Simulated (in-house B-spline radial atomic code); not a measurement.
Results of a calculation; reference values are marked as such.
## Building a PAW p channel for Sb, r_c = 2.14 bohr

Sb, [Kr] 4d10 5s2 5p3, non-relativistic PBE, spherical and spin-unpolarised, from a B-spline radial code for spherical atoms (atomic units; all potentials screened as in the neutral atom).

Two all-electron partial waves φ1, φ2 are integrated outwards at E1 = ε(5p) = -0.179989 and E2 = E1 + 2 hartree; φ1 is the bound orbital and φ2 has unit norm inside r_c = 2.1417 bohr. Smooth partners are polynomials, r^2(a0 + a1 r² + a2 r⁴ + a3 r⁶), matched to φ and three derivatives at r_c, with no condition on the norm. The local potential is -7.35264 + (4.08366) r² + (-0.937136) r⁴ + (0.0783153) r⁶ inside 1.7535 bohr and the all-electron one outside.

```
wave      φ(r_c)    φ'(r_c)         a0            a1            a2            a3
   1    0.632696  0.1151135  0.2332331  -0.007315744  -0.005120145  0.0004764866
   2  0.07170939  -2.684019   1.627458    -0.6096283     0.0665146  -0.002227273
```

Inside r_c the overlaps are <φi φj> = [[0.25242, 0.42661], [0.42661, 1.00000]] and, for the smooth waves, [[0.26639, 0.53339], [0.53339, 1.57854]]. With χj = (Ej − T − V_local) applied to smooth wave j, the program's quadrature gives the matrix B_ij = <smooth i, χj> as [[0.22313, 1.03593], [0.82236, 4.08390]].

Question: Check the match of the first wave, and find the augmentation charges q_ij.

Answer: At r_c the four terms are 1.06981, -0.15392, -0.49412, 0.21092, which sum to 0.6327, φ1(r_c) to rounding. q_ij is the all-electron overlap less the smooth one: [[-0.01397, -0.10678], [-0.10678, -0.57854]]. The smooth first wave has a norm of 0.2664 inside r_c against 0.2524, so q11 is negative and must stay small enough for the overlap operator to be positive.

Question: B isn't symmetric. Show that D_ij = B_ij + Ej q_ij is.

Answer: Integrating by parts gives B12 − B21 = (E1 − E2) q12: 1.03593 − (0.82236) = 0.21357, and −2 × (-0.10678) = 0.21357. So D12 = 1.03593 + (1.820011)(-0.10678) = 0.84158 and D21 = 0.82236 + (-0.179989)(-0.10678) = 0.84158; D11 = 0.22565, D22 = 3.03095. The projectors, p = (B⁻¹)ᵀ χ, are dual to the smooth waves; det B = 0.059.

Solving (T + V_local + Σ p D p) ψ = E (1 + Σ p q p) ψ in a sphere of 9 bohr, whose wall lifts the free-atom level a little, gives these levels:

```csv
all-electron,one projector,two projectors
-0.179576,-0.179576,-0.179576
0.109185,0.108413,0.109140
0.456858,0.448210,0.456595
0.962557,0.896415,0.962011
1.618280,1.286680,1.618140
```

Question: What does the second projector gain?

Answer: With one projector the errors are 0.00, -0.77, -8.65, -66.14 millihartree, and the level at 1.2867 is out of step with the all-electron series: an extra state, or one far too low, so the pairing ends there. With two the errors are 0.00, -0.05, -0.26, -0.55, -0.14 millihartree. The scattering is exact at E1 and at E2 = 1.820, and over all levels compared the largest error is 0.55 millihartree. The lowest eigenvalue of the overlap operator is 0.8612 with one and 0.2374 with two projectors. The smooth orbital alone needs a cutoff of 4.87 hartree for 1 millihartree of kinetic energy, against 6.06 for a norm-conserving Troullier-Martins orbital of the same radius; part of the gain comes from giving up the norm, part from the simpler form.
